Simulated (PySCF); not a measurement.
## Electron correlation in Te(3+) (tellurium, charge +3)

[Kr] 4d10 5s2 5p1, 2P determinant. Calculation: PySCF 2.14, in aug-cc-pVDZ-PP with ECP28MDF; scalar relativity through the core potential. Frozen: 4s2 4p6 4d10; 3 electrons correlated.

```csv
level,correlation energy (mhartree)
CCSD,-41.76
(T),-0.30
CCSD(T),-42.06
CCSDT,-42.17
FCI,-42.17
```

Diagnostics: T1 = 0.0069, D1 = 0.0168, largest double amplitude 0.095, weight of the Hartree-Fock determinant in FCI 0.9636 (5819 determinants).

Cost of the coupled-cluster step: of the order of 0.2 core-seconds, for 3 correlated electrons.

Iterations:

```
CC2 = 0
CCSD nocc = (np.int64(2), np.int64(1)), nmo = (23, 23)
frozen orbitals [[0, 1, 2, 3, 4, 5, 6, 7, 8], [0, 1, 2, 3, 4, 5, 6, 7, 8]]
max_cycle = 100
direct = 0
conv_tol = 1e-08
conv_tol_normt = 1e-06
diis_space = 8
diis_start_cycle = 0
Init t2, MP2 energy = -0.028795084414919
Init E_corr(UCCSD) = -0.0287950844161184
cycle = 1  E_corr(UCCSD) = -0.0373989201893004  dE = -0.00860383577  norm(t1,t2) = 0.0425446
cycle = 2  E_corr(UCCSD) = -0.0401718950950269  dE = -0.00277297491  norm(t1,t2) = 0.0159006
cycle = 3  E_corr(UCCSD) = -0.0417651632094122  dE = -0.00159326811  norm(t1,t2) = 0.00640074
cycle = 4  E_corr(UCCSD) = -0.0417511859433468  dE = 1.39772661e-05  norm(t1,t2) = 0.000619687
cycle = 5  E_corr(UCCSD) = -0.041757000525172  dE = -5.81458183e-06  norm(t1,t2) = 5.26771e-05
cycle = 6  E_corr(UCCSD) = -0.0417555945528307  dE = 1.40597234e-06  norm(t1,t2) = 7.41183e-06
cycle = 7  E_corr(UCCSD) = -0.041756200777143  dE = -6.06224312e-07  norm(t1,t2) = 1.91472e-06
cycle = 8  E_corr(UCCSD) = -0.0417560246223323  dE = 1.76154811e-07  norm(t1,t2) = 5.61325e-07
cycle = 9  E_corr(UCCSD) = -0.0417560353962862  dE = -1.07739539e-08  norm(t1,t2) = 1.02874e-07
cycle = 10  E_corr(UCCSD) = -0.0417560508779164  dE = -1.54816302e-08  norm(t1,t2) = 6.02597e-08
cycle = 11  E_corr(UCCSD) = -0.0417560506936735  dE = 1.8424294e-10  norm(t1,t2) = 1.99604e-08
UCCSD converged
E(UCCSD) = -265.092845759957  E_corr = -0.0417560506936735
UCCSD(T) correction = -0.000299544101916026
```
